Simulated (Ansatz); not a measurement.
`[SiH3][SnH2][SiH3]` → `[SiH3][SnH3]` + `[SiH2]` at 600 K and 1 bar (silylene loss).

Program: Ansatz. Geometries: PBE0-D4/def2-TZVP. ΔE: electronic, gas phase. CBS: MP2 limit from def2 TZ/QZ plus the TZ coupled-cluster correction, frozen cores. This one scheme is used for every species. def2 core potentials past Kr. For Sn outer-core shells are correlated without core-valence functions, which leaves a few kJ/mol of doubt a bond.

```csv
species,CCSD(T)/CBS energy (Eh),H − E (kJ/mol),S (J/(mol·K))
`[SiH3][SnH2][SiH3]`,-796.97679,235.3,484.7
`[SiH3][SnH3]`,-506.68362,166.8,381.7
`[SiH2]`,-290.19011,52.1,233.9
```

H − E and S are ideal-gas, rigid-rotor, harmonic terms from PBE0-D4/def2-TZVP. 1 Eh = 2625.50 kJ/mol, R = 8.31446 J/(mol·K).

By hand: ΔE, ΔH, ΔS and ΔG.

ΔE = (-506.68362) + (-290.19011) − (-796.97679) = 0.10306 Eh = 270.6 kJ/mol. Δ(H − E) = 166.8 + 52.1 − 235.3 = -16.4, so ΔH = 254.2 kJ/mol. ΔS = 381.7 + 233.9 − 484.7 = 130.9 J/(mol·K). ΔG = 254.2 − 600 × (130.9)/1000 = 175.7 kJ/mol.

By hand: the equilibrium constant, and the temperature at which ΔG would vanish if ΔH and ΔS stayed fixed.

log₁₀ K = −ΔG/(RT ln 10) = -15.3. ΔG = 0 at ΔH/ΔS = 1942 K.

The number of gas molecules changes by +1, which sets the sign of ΔS. A doubt of 5 kJ/mol in ΔE shifts log₁₀ K by 0.4 here. These are equilibria of isolated gas molecules and say nothing of rates. Largest T1 diagnostic: 0.014 (customary marks: 0.02 for closed shells, 0.045 for open ones).
